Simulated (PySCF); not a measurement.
C2H4BF2N, SMILES C/N=C/B(F)F.

Coordinates come from a B3LYP-D3(BJ)/def2-SVP optimisation. The structure was generated by enumeration; whether it is a known compound was not checked. One conformer was computed; it need not be the lowest.

The numbers are results of TDDFT-PBE/def2-SVPD in PySCF 2.14.0, not measurements.

Vertical excitations. Gas-phase values at a fixed geometry. State labels are in the subgroup Cs.

```json
[
 {"state": "S1", "symmetry": "A\"", "energy (eV)": "3.51", "λ (nm)": "353", "f": "0.001", "main pairs": "HOMO→LUMO 100 %"},
 {"state": "S2", "symmetry": "A'", "energy (eV)": "6.06", "λ (nm)": "205", "f": "0.056", "main pairs": "HOMO→LUMO+1 88 %"},
 {"state": "S3", "symmetry": "A\"", "energy (eV)": "6.10", "λ (nm)": "203", "f": "0.000", "main pairs": "HOMO−2→LUMO 99 %"},
 {"state": "S4", "symmetry": "A'", "energy (eV)": "6.35", "λ (nm)": "195", "f": "0.273", "main pairs": "HOMO−1→LUMO 79 %"},
 {"state": "S5", "symmetry": "A'", "energy (eV)": "6.70", "λ (nm)": "185", "f": "0.029", "main pairs": "HOMO→LUMO+2 99 %"},
 {"state": "S6", "symmetry": "A\"", "energy (eV)": "6.97", "λ (nm)": "178", "f": "0.001", "main pairs": "HOMO→LUMO+3 99 %"},
 {"state": "S7", "symmetry": "A\"", "energy (eV)": "6.98", "λ (nm)": "178", "f": "0.000", "main pairs": "HOMO−3→LUMO 100 %"},
 {"state": "S8", "symmetry": "A'", "energy (eV)": "7.49", "λ (nm)": "165", "f": "0.144", "main pairs": "HOMO→LUMO+4 94 %"},
 {"state": "S9", "symmetry": "A\"", "energy (eV)": "7.72", "λ (nm)": "161", "f": "0.001", "main pairs": "HOMO−5→LUMO 99 %"},
 {"state": "S10", "symmetry": "A\"", "energy (eV)": "7.92", "λ (nm)": "157", "f": "0.001", "main pairs": "HOMO−1→LUMO+1 100 %"},
 {"state": "T1", "symmetry": "A\"", "energy (eV)": "2.77", "λ (nm)": "448", "f": "0", "main pairs": "HOMO→LUMO 100 %"},
 {"state": "T2", "symmetry": "A'", "energy (eV)": "4.26", "λ (nm)": "291", "f": "0", "main pairs": "HOMO−1→LUMO 97 %"},
 {"state": "T3", "symmetry": "A\"", "energy (eV)": "5.61", "λ (nm)": "221", "f": "0", "main pairs": "HOMO−2→LUMO 99 %"},
 {"state": "T4", "symmetry": "A'", "energy (eV)": "5.95", "λ (nm)": "209", "f": "0", "main pairs": "HOMO→LUMO+1 99 %"}
]
```
Triplets are in the Tamm–Dancoff approximation, which puts them higher than full response would, so one can lie above its singlet here.
